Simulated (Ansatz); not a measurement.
Gas-phase reaction in SMILES: N[Si](N)(F)F -> [NH][Si](N)(F)F + H atom (the H-N bond at the site shown breaks; other sites are not compared here)
Geometries: B3LYP-D3(BJ)/def2-TZVP minima from Ansatz (a first-principles code), one conformer each, not searched for the lowest.

Property: bond dissociation energy (electronic energy difference), in eV. Cores are frozen in the correlated levels unless marked. UHF or UKS for open shells. Spin-orbit coupling is left out. No relativistic terms. Basis-set limits of correlation are two-point, X^-3; Hartree-Fock from the larger set. The bracket is a focal-point correction in the basis named.

| level | program | bond dissociation energy (eV) |
|---|---|---|
| HF/cc-pV(Q+d)Z | Ansatz | 3.97 |
| PBE0-D4/def2-TZVPD | Ansatz + dftd4 | 5.12 |
| r2SCANh/def2-TZVPD | Ansatz | 5.05 |
| B2GP-PLYP-D3(BJ)/def2-TZVPD | Ansatz + dftd3 | 5.20 |

### Question
Estimate the value at RI-MP2/CBS(cc-pV(T+d)Z,cc-pV(Q+d)Z)+[CCSD(T)-MP2]/cc-pV(T+d)Z as computed with Ansatz.

### Answer
5.35 eV
